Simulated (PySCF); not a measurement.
**Frontier levels across methods**

C₄H₇NSe.
Structure used (PBE0-D3(BJ)/def2-SVP), in Å, numbered top down from 1:
```xyz
13
C4H7NSe angstrom
C     -1.5488    0.7126   -0.0390
C     -1.0155   -0.6315    0.4148
Se     0.0819   -1.5794   -0.8980
C      1.7597   -0.6106   -0.6112
C      1.7649    0.7501   -1.1133
N      1.7520    1.8418   -1.4996
H     -2.1583    0.6093   -0.9485
H     -2.1821    1.1528    0.7486
H     -0.7412    1.4247   -0.2592
H     -1.8331   -1.3402    0.6206
H     -0.4230   -0.5574    1.3400
H      1.9973   -0.6145    0.4632
H      2.5367   -1.1949   -1.1263
```

Basis pcSseg-1 throughout (PySCF), one geometry. The structure is a single PBE0-D3(BJ)/def2-SVP conformer in the gas phase; no vibrational or solvent corrections. The calculation is non-relativistic, for selenium too.

**Question.** How do the orbital energies, the gap and the dipole change with the method?

**Answer.** 
```
   method                    kind  HOMO (eV)  LUMO (eV)  gap (eV)  μ (D)  SCF cycles
     BLYP                     GGA      -5.38      -1.35      4.03   3.37          14
    B97-D                     GGA      -5.54      -1.45      4.10   3.36          14
      PBE                     GGA      -5.57      -1.51      4.07   3.35          13
     OPBE                     GGA      -5.60      -1.40      4.20   3.28          14
      KT3                     GGA      -5.65      -1.52      4.13   3.28          14
      KT2                     GGA      -5.66      -1.61      4.06   3.33          14
     BP86                     GGA      -5.69      -1.63      4.06   3.38          15
      LDA                     LDA      -5.70      -1.74      3.96   3.46          14
    B3LYP           global hybrid      -6.51      -0.76      5.75   3.44          13
    B97-2           global hybrid      -6.53      -0.62      5.91   3.42          13
     PBE0           global hybrid      -6.78      -0.56      6.22   3.43          12
 mPW1PW91           global hybrid      -6.81      -0.58      6.23   3.44          12
BHandHLYP           global hybrid      -7.81       0.52      8.34   3.52          12
CAM-B3LYP  range-separated hybrid      -8.07       0.60      8.67   3.46          12
  wB97X-D  range-separated hybrid      -8.64       1.22      9.86   3.47          13
       HF            Hartree–Fock      -9.46       3.17     12.63   3.64          12
  LC-wPBE  range-separated hybrid      -9.48       1.76     11.25   3.44          13
```

The HOMO spans 4.11 eV, from BLYP down to LC-wPBE, and the gap runs from 3.96 eV (LDA) to 12.63 eV (HF). Over the methods BLYP (0 %), B97-D (0 %), PBE (0 %), OPBE (0 %), KT3 (0 %), KT2 (0 %), BP86 (0 %), LDA (0 %), B3LYP (20 %), B97-2 (21 %), PBE0 (25 %), mPW1PW91 (25 %), BHandHLYP (50 %), HF (100 %), a straight line through the gap against the share of exact exchange rises by 0.86 eV for each 10 % (correlation coefficient 1.000). The dipole ranges from 3.28 D (OPBE) to 3.64 D (HF). This basis has no diffuse functions.
